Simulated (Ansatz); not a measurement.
H2MoO4, singlet, at a GFN2-xTB geometry (such geometries of metal compounds can be far from the true shape) (all electrons, no relativity); B3LYP/3-21G in Ansatz (an electronic-structure program).

Here is a job for Ansatz.
Ansatz 0.2 input:
```yaml
crystal:
  periodic: [false, false, false]
  atoms:
    - {symbol: Mo, position_ang: [0.04556687, 0.00083011, 0.00560237]}
    - {symbol: O, position_ang: [1.10220482, 0.78882640, -0.97552653]}
    - {symbol: O, position_ang: [0.86074293, -0.75306665, 1.21686762]}
    - {symbol: O, position_ang: [-0.81590576, -1.20963679, -0.94058850]}
    - {symbol: H, position_ang: [-1.09733612, -1.94764307, -1.49061800]}
    - {symbol: O, position_ang: [-1.06225200, 1.17542170, 0.70967220]}
    - {symbol: H, position_ang: [-1.49479228, 1.90042130, 1.17192022]}
basis:
  gaussian:
    orbitals: 3-21G.json
hamiltonian:
  xc: b3lyp
output: {forces: true}
```
The basis file holds 3-21G in the JSON format of the Basis Set Exchange.

It wrote (shortened):

```
Functional definition: B3LYP
853 factors; integrals over basis functions are off by at most 8.2e-4 eV
mean field evaluation 1: about -115893.4762 eV, gradient 9.8e1 eV
mean field evaluation 2: about -115737.5070 eV, gradient 3.0e2 eV
mean field evaluation 4: about -115907.3435 eV, gradient 3.0e1 eV
mean field evaluation 8: about -115908.9578 eV, gradient 2.7e-1 eV
mean field evaluation 16: about -115908.9972 eV, gradient 1.4e-4 eV
mean field -115908.99717238 eV, -4259.5770801449 hartree, gradient 4.0e-5 eV, S^2 0.000000; 0 other end points of the search recorded, 0 dependent functions left out
the calculation of the forces begins
reference -115908.99748761 eV, -4259.5770917294 hartree; 38, 38 occupied and 41, 41 virtual orbitals, 853 factors
Total energy: -115908.99748761 eV, -4259.5770917294 hartree
Atom 0 at     0.045567     0.000830     0.005602 Å, force    -2.622932    -0.047783    -0.322485 eV/Å
Atom 1 at     1.102205     0.788826    -0.975527 Å, force     4.260444     2.797871    -3.407668 eV/Å
Atom 2 at     0.860743    -0.753067     1.216868 Å, force     3.406017    -2.658208     4.350247 eV/Å
Atom 3 at    -0.815906    -1.209637    -0.940589 Å, force    -2.065008    -2.444168    -1.946396 eV/Å
Atom 4 at    -1.097336    -1.947643    -1.490618 Å, force    -0.155401    -0.519418    -0.382418 eV/Å
Atom 5 at    -1.062252     1.175422     0.709672 Å, force    -2.561206     2.359891     1.377611 eV/Å
Atom 6 at    -1.494792     1.900421     1.171920 Å, force    -0.261914     0.511816     0.331110 eV/Å
Dipole moment:    -0.762260    -0.013886    -0.093719 e Å
```
